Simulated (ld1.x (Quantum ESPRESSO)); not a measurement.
Transferability test, RRKJ potential for Cd (Z = 48)

ld1.x (Quantum ESPRESSO) 7.5 input, shortened:

```
&input
   title='Cd', zed=48., rel=1, dft='PBE', iswitch=3,
   config='[Kr] 4d10 5s2 5p0'
 /
 &inputp
   pseudotype=2, tm=.false., rho0=0.005, lloc=-1, rcloc=1.10,
   nlcc=.true., new_core_ps=.true., rcore=1.20
 /
3
4S  1  0   2.00   0.00  1.45  1.45  0.0
4P  2  1   6.00   0.00  1.55  1.55  0.0
4D  3  2  10.00   0.00  1.75  1.75  0.0
 &test
   configts(1)='4s2 4p6 4d10 5s2 5p0'
 /
```

Occupied shells without a wave of their own: 5s. They enter only through the test configuration that unscreens the potential, and ld1.x also counts them in the model core charge.

Energies are relative to the spin-unpolarised reference configuration 4s2 4p6 4d10 5s2 5p0; without spin polarisation the order of configurations can differ from experiment.

ld1.x takes every shell without a wave as core, so the model core holds the 5s electrons as well and exchange and correlation see them twice. This cancels in the reference configuration, but the file is broken for other ones, and its errors say nothing about a proper core correction.

| valence configuration | charge | ΔE all-electron (eV) | error AE − PS (meV) |
| --- | --- | --- | --- |
| 4s2 4p6 4d10 5s1 5p0 | +1 | 9.272 | -339 |
| 4s2 4p6 4d10 5s0 5p0 | +2 | 26.398 | -1023 |
| 4s2 4p6 4d9 5s0 5p0 | +3 | 64.407 | -1534 |
| 4s2 4p6 4d9 5s2 5p1 | 0 | 12.646 | +107 |
| 4s2 4p6 4d10 5s1.5 5p0 | +0.5 | 3.710 | -128 |
| 4s2 4p6 4d10 5s0 5p2 | 0 | 9.670 | -316 |
| 4s1 4p6 4d10 5s2 5p0 | +1 | 113.516 | -120 |
